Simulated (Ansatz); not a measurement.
BaO, SMILES [Ba]=[O].

Coordinates come from a r2SCAN-D4/def2-TZVPD optimisation. The def2 effective core potentials stand for the cores of Ba; spin–orbit coupling is left out.

Two levels are set side by side: PBE/def2-TZVPD (Ansatz, an electronic-structure program) and CAM-B3LYP/def2-TZVPD (Ansatz). Energy differences of separate SCF runs at the same geometry; the states with an electron removed or added have multiplicity 2 and 2. Differences are taken from unrounded values.

```tsv
quantity	PBE
vertical ionisation energy (eV)	6.99
vertical electron affinity (eV)	0.39
vertical singlet–triplet gap (eV)	2.31
```

Task: These are the PBE values. What does CAM-B3LYP give? (The exact figures need the calculation; the answer reports its results.)

Result: 
```tsv
quantity	CAM-B3LYP	PBE minus CAM-B3LYP
vertical ionisation energy (eV)	6.66	0.34
vertical electron affinity (eV)	0.36	0.03
vertical singlet–triplet gap (eV)	2.02	0.29
```
